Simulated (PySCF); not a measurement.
chlorobenzene (C6H5Cl), singlet, at a GFN2-xTB geometry; CCSD(T)/STO-3G (PySCF).

Input for PySCF:
```python
from pyscf import gto, scf, cc

mol = gto.M(
    atom='''
Cl    2.230833    0.178301    0.001666
C     0.505653    0.040415    0.000378
C    -0.270115    1.188040    0.019311
C    -1.649225    1.070452    0.018162
C    -2.244936   -0.179428   -0.001677
C    -1.458233   -1.318817   -0.020483
C    -0.077952   -1.215859   -0.019571
H     0.201293    2.158229    0.034705
H    -2.258747    1.961460    0.032865
H    -3.320984   -0.265432   -0.002481
H    -1.918469   -2.295326   -0.035985
H     0.541595   -2.098853   -0.034150
''',
    basis='sto-3g',
    charge=0,
    spin=0,
    verbose=4,
)

mf = scf.RHF(mol)
mf.kernel()

mycc = cc.CCSD(mf, frozen=11)
mycc.kernel()
et = mycc.ccsd_t()
print('E(CCSD(T)) = %.10f' % (mycc.e_tot + et))
```

### Question
Predict the main parts of the log of this PySCF run.

### Answer

```
PySCF version 2.14.0

[INPUT] verbose = 4
[INPUT] num. atoms = 12
[INPUT] num. electrons = 58
[INPUT] charge = 0
[INPUT] spin (= nelec alpha-beta = 2S) = 0
[INPUT] symmetry False subgroup None
[INPUT] Mole.unit = angstrom
[INPUT] Symbol           X                Y                Z      unit          X                Y                Z       unit  Magmom
[...]
nuclear repulsion = 317.50507267396
number of shells = 28
number of NR pGTOs = 132
number of NR cGTOs = 44
basis = sto-3g
ecp = {}

******** <class 'pyscf.scf.hf.RHF'> ********
method = RHF
initial guess = minao
damping factor = 0
level_shift factor = 0
DIIS = <class 'pyscf.scf.diis.CDIIS'>
diis_start_cycle = 1
diis_space = 8
diis_damp = 0
SCF conv_tol = 1e-09
SCF conv_tol_grad = None
SCF max_cycles = 50
direct_scf = True
direct_scf_tol = 1e-13
Set gradient conv threshold to 3.16228e-05
Initial guess from minao.
init E= -683.793764165694
[...]
cycle= 1 E= -681.833088723119  delta_E= 1.96  |g|= 0.361  |ddm|= 4.83
[...]
cycle= 2 E= -681.888039177178  delta_E= -0.055  |g|= 0.123  |ddm|= 0.741
[...]
cycle= 3 E= -681.892945562853  delta_E= -0.00491  |g|= 0.0446  |ddm|= 0.221
[...]
cycle= 4 E= -681.893738007131  delta_E= -0.000792  |g|= 0.00642  |ddm|= 0.0841
[...]
cycle= 5 E= -681.893755471856  delta_E= -1.75e-05  |g|= 0.0019  |ddm|= 0.0108
[...]
cycle= 6 E= -681.893757527493  delta_E= -2.06e-06  |g|= 0.000583  |ddm|= 0.00412
[...]
cycle= 7 E= -681.89375782279  delta_E= -2.95e-07  |g|= 0.000202  |ddm|= 0.00177
[...]
cycle= 8 E= -681.893757862437  delta_E= -3.96e-08  |g|= 8.44e-05  |ddm|= 0.000614
[...]
cycle= 9 E= -681.893757869692  delta_E= -7.26e-09  |g|= 2.23e-05  |ddm|= 0.000291
[...]
cycle= 10 E= -681.893757870319  delta_E= -6.27e-10  |g|= 7.95e-06  |ddm|= 8.45e-05
[...]
Extra cycle  E= -681.89375787035  delta_E= -3.06e-11  |g|= 3.2e-06  |ddm|= 1.35e-05
converged SCF energy = -681.89375787035

******** <class 'pyscf.cc.ccsd.CCSD'> ********
CC2 = 0
CCSD nocc = 18, nmo = 33
frozen orbitals 11
max_cycle = 50
direct = 0
conv_tol = 1e-07
conv_tol_normt = 1e-05
diis_space = 6
diis_start_cycle = 0
diis_start_energy_diff = 1e+09
Init t2, MP2 energy = -682.245658286564  E_corr(MP2) -0.351900416214134
Init E_corr(CCSD) = -0.351900416220952
cycle = 1  E_corr(CCSD) = -0.391669995926779  dE = -0.0397695797  norm(t1,t2) = 0.0719116
cycle = 2  E_corr(CCSD) = -0.408466669383049  dE = -0.0167966735  norm(t1,t2) = 0.0344914
cycle = 3  E_corr(CCSD) = -0.421117538561419  dE = -0.0126508692  norm(t1,t2) = 0.0192033
cycle = 4  E_corr(CCSD) = -0.422994625075708  dE = -0.00187708651  norm(t1,t2) = 0.00563055
cycle = 5  E_corr(CCSD) = -0.422587877392547  dE = 0.000406747683  norm(t1,t2) = 0.00196828
cycle = 6  E_corr(CCSD) = -0.422524763066109  dE = 6.31143264e-05  norm(t1,t2) = 0.000385227
cycle = 7  E_corr(CCSD) = -0.42252536548316  dE = -6.02417051e-07  norm(t1,t2) = 0.000152268
cycle = 8  E_corr(CCSD) = -0.422527478772313  dE = -2.11328915e-06  norm(t1,t2) = 3.2064e-05
cycle = 9  E_corr(CCSD) = -0.42252750636319  dE = -2.75908769e-08  norm(t1,t2) = 1.03877e-05
cycle = 10  E_corr(CCSD) = -0.42252786021138  dE = -3.5384819e-07  norm(t1,t2) = 3.53357e-06
cycle = 11  E_corr(CCSD) = -0.422527863979693  dE = -3.76831222e-09  norm(t1,t2) = 1.05454e-06
CCSD converged
E(CCSD) = -682.3162857343293  E_corr = -0.4225278639796926
CCSD(T) correction = -0.00881339882680618
E(CCSD(T)) = -682.3250991332
```
